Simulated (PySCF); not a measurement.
## Solvent effects on NMR parameters

Geometry:
```
atom   x (Å)   y (Å)   z (Å)
  N1  -0.051   1.582  -2.685
  C2   0.518   1.314  -1.713
  C3   1.170   0.944  -0.466
  C4   1.087  -0.536  -0.020
  C5   0.869  -0.058   1.424
  C6   0.493   1.345   0.881
 Si7  -1.358   1.688   0.797
  O8  -2.088   0.472  -0.060
 Si9  -2.951   0.115  -1.439
 H10   2.214   1.294  -0.503
 H11   1.963  -1.164  -0.238
 H12   0.187  -1.014  -0.429
 H13   1.805  -0.034   2.002
 H14   0.113  -0.597   2.015
 H15   0.971   2.200   1.390
 H16  -1.887   1.691   2.194
 H17  -1.613   3.010   0.150
 H18  -2.151  -0.811  -2.289
 H19  -4.214  -0.568  -1.031
 H20  -3.283   1.362  -2.186
```

GIAO PBE0/pcSseg-1 in PySCF 2.14.0 with density-fitted response routines on one PBE0-D3(BJ)/def2-SVP conformer, non-relativistic, equivalent nuclei averaged. Solvents enter as an IEF-PCM continuum (tetrahydrofuran with ε = 7.4, dimethylsulfoxide with ε = 46.8) around the gas-phase geometry. Shifts are referred to TMS computed in the same medium.

Gas phase, δ in ppm: C2 127.8, C4 28.2, C6 26.2, C3 23.6, C5 22.7, Si7 -13.6, Si9 -31.4, H17 5.27, H18/H19/H20 5.17, H16 4.93, H10 3.00, H12 2.53, H13 2.28, H11 2.12. Dipole moment 3.70 D.

(1) How does each δ change in the continuum?

(2) Which nuclei move most (in ppm), and what does the model miss?

## Answers

(1) 
```
      atoms                           environment  Δδ, tetrahydrofuran  Δδ, dimethylsulfoxide
         C2                        nitrile carbon                 +5.1                   +6.3
         C4                     sp3 CH2 in a ring                 +0.8                   +1.0
         C6                   sp3 CH bonded to Si                 +0.8                   +1.0
         C3                 sp3 CH α to a nitrile                 +0.1                   +0.2
         C5                     sp3 CH2 in a ring                 +0.6                   +0.8
        Si7           silicon bonded to C, O, 2 H                 +1.4                   +1.8
        Si9              silicon bonded to O, 3 H                 -0.9                   -1.1
        H17  hydrogen on a silicon bonded to C, O                -0.09                  -0.12
H18/H19/H20     hydrogen on a silicon bonded to O                -0.07                  -0.09
        H16  hydrogen on a silicon bonded to C, O                -0.04                  -0.05
        H10  hydrogen on an sp3 CH α to a nitrile                +0.37                  +0.47
        H12      hydrogen on an sp3 CH2 in a ring                -0.03                  -0.05
        H13      hydrogen on an sp3 CH2 in a ring                +0.16                  +0.20
        H11      hydrogen on an sp3 CH2 in a ring                +0.16                  +0.20
```

Changes are relative to the gas phase. The dipole moment becomes 4.79 D in tetrahydrofuran, 5.06 D in dimethylsulfoxide.

(2) C2 (nitrile carbon, +6.3 ppm) in dimethylsulfoxide. A continuum only polarises the solute; specific hydrogen bonds, the anisotropy of aromatic solvents and changes of geometry or conformer are outside it.
